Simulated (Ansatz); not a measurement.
Reaction (atomization): `[CH3][Al]([CH3])[BH][SiH3]` → Al• + B• + 2 C• + 10 H• + Si•

Gas-phase electronic energies from Ansatz, PBE0-D4/def2-TZVP geometries. CCSD(T)/CBS adds triple-zeta CCSD(T) − MP2 to the extrapolated MP2 energy (def2 sets, frozen cores). This one scheme is used for every species, atoms too. DFT in def2-TZVPP. Open shells (•) are unrestricted, without spin–orbit coupling. Spin–orbit coupling would lower the free atoms: a little for Al, B, C, Si. Each species was taken in one conformer, which may not be the lowest.

```
             level  ΔE (kcal/mol)
           ωB97M-V         1198.3
SCS-MP2/def2-QZVPP         1191.0
```

Q: What does CCSD(T)/CBS give? (An estimate is asked.)

A: The calculation gave: +1194.3 kcal/mol. The listed levels differ from it by 4.0, -3.3 kcal/mol.

Largest T1 diagnostic among the species: 0.018.

From PBE to PBE0 (25 % exact exchange), in def2-TZVPP and without D4, ΔE moves by −5.0 kcal/mol: exact exchange takes away binding that semilocal exchange gives to molecules. In def2-TZVPP, CCSD(T) changes the Hartree–Fock value by +245.9 kcal/mol (the triples alone add +11.3 kcal/mol) and MP2 by +246.5 kcal/mol; breaking electron pairs costs correlation energy, which Hartree–Fock lacks.

For atomizations the MP2-based limit and the directly extrapolated one differ by several kJ/mol either way, and by 10 to 25 for some Ge, Se and Sn compounds, so smaller differences from it don't rank the levels.
